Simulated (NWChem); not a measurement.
Correlation energy of boron oxyfluoride (BFO)

```xyz
3

F      0.0000     0.0000    -1.1962
B      0.0000     0.0000     0.0865
O      0.0000     0.0000     1.2917
```
Charge 0, spin multiplicity 1.

The numbers come from NWChem runs, not from measurements. The geometry was optimised at PBE0/def2-SVP, a minimum by its harmonic frequencies.

Basis set: cc-pVTZ. Each correlation energy counts from its own Hartree-Fock reference.

The correlated methods keep 3 core orbitals frozen. No row is a measurement; the coupled-cluster row has its own basis-set and correlation limits.

Task: For the correlation energy, RI-MP2 gives -570.5 mHa and MP2 gives -570.5 mHa. What do SCS-MP2, CR-CCSD[T], CR-CCSD(T) give?

Result: SCS-MP2: -554.0 mHa; CR-CCSD[T]: -585.4 mHa; CR-CCSD(T): -584.2 mHa.
